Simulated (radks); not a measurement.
The bismuth anion Bi3-, [Rn], held by a Watson sphere: a shell of charge +3 at radius R that stands for the Madelung well of a crystal (potential energy -3/R inside, -3/r outside, in hartree with lengths in bohr). All-electron calculation, scalar-relativistic Kohn-Sham, r2SCAN, spin-polarised, spherical densities, finite nucleus; meta-GGA in the generalised Kohn-Sham scheme; Fermi nuclear charge, rms radius of each element as measured or else 0.836 A^(1/3) + 0.57 fm. Program: a radial shooting solver on a logarithmic mesh with Libxc functionals.

| R (bohr) | e(5d) (eV) | e(6s) (eV) | e(6p) (eV) | <r> 6p (bohr) | sum of <r^2> (bohr^2) | X-ray form factor at sin(theta)/lambda = 0.2 1/angstrom |
|---|---|---|---|---|---|---|
| 4.3 | -25.251 | -13.196 | -4.629 | 3.529 | 131.8 | 69.953 |
| 4.33 | -25.227 | -13.155 | -4.592 | 3.541 | 132.5 | 69.956 |
| 4.69 | -24.982 | -12.726 | -4.176 | 3.676 | 139.9 | 69.991 |
| 5.09 | -24.763 | -12.349 | -3.767 | 3.823 | 148.5 | 70.028 |
| 5.85 | -24.455 | -11.837 | -3.129 | 4.090 | 165.8 | 70.080 |
